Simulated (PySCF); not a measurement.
# Radial density of F⁺ (fluorine, charge +1)

TPSSh, [He] 2s1 2p5, 2s spin antiparallel (an excited configuration). Calculation: PySCF 2.14, in aug-cc-pVQZ; the non-relativistic Hamiltonian (point nucleus).

```
r (bohr)  4πr²ρ (e/bohr)  4πr²(ρα − ρβ)
 0.00279         0.04080        -0.0013
 0.00469          0.1114        -0.0035
 0.00790          0.2977        -0.0093
  0.0133          0.7642        -0.0239
  0.0223           1.839        -0.0568
  0.0376           3.963        -0.1190
  0.0632           7.120        -0.1968
   0.106           9.505        -0.1911
   0.179           8.050         0.0546
   0.301           4.675         0.3557
   0.506           5.047         0.0991
   0.851           5.349        -0.2241
    1.43           2.205        -0.0066
    2.41          0.2338         0.0250
    4.05        0.004618         0.0010
```

With the s spin flipped the determinant is a mixture of two multiplicities, not a spectroscopic state.
